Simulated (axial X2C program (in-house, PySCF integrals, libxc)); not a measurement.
**SnNC⁺: properties at the nuclei**

Calculated with an axial X2C code built on PySCF integrals: two-component X2C with atomic mean-field Coulomb and Gaunt terms, Gaussian nuclei, basis Sn dyall-v3z, N dyall-av3z, C dyall-v3z with contracted cores.

Sn–N–C held linear, with bonds 1.995 and 1.193 Å (near the PBE0 minimum at charge 1 of the determinant lowest at the starting distance; the state shown can have its own minimum elsewhere, held linear; other orders of the atoms were not compared).

Input and command:
```json
{"zs": [50, 7, 6], "q": 1, "bas": ["dyall-v3z", "dyall-av3z", "dyall-v3z"], "r0": [2.06, 1.17], "symm": 0, "scan": ["PBE0", "HF", "BHandHLYP"], "levels": ["PBE0", "HF", "PBE"], "nst": 2}
```
```bash
python solin.py task.json out
```

Keys: zs atomic numbers; q charge; bas basis sets; r0 starting distance in Å; symm equal bonds; scan levels of the two-bond scan; levels methods; nst determinants followed.

Determinant lowest in the PBE0 search, Ω = 0 (closed shell), highest spinor 42% C p, 26% C s, 14% N p:

```
level  qzz Sn (a.u.)  qzz N (a.u.)  qzz C (a.u.)
 PBE0          -7.01         -0.18         -1.09
   HF          -7.38         -0.21         -1.24
  PBE          -6.76         -0.19         -1.04
```

qzz is the electric field gradient, eQq0 = 234.96 MHz × Q/barn × qzz. The operators were transformed with the bare-nucleus X2C matrices; with these basis sets, hyperfine constants and field gradients can be off by tens of per cent, and where levels differ in sign neither size nor sign is settled.

Task: With Q(14N) = 0.02044 barn (Q from Pyykkö, Mol. Phys. 2018), turn the PBE0 values of the first state into constants in MHz.

Result: eQq0(14N) = 234.96 × (0.02044) × (-0.18) = -0.864 MHz.

The molecule was held linear; bending was not examined, so a bent shape may lie lower.

Each state is one determinant with collinear spin. The search compared states at one distance, so a state with another bond length can lie lower.
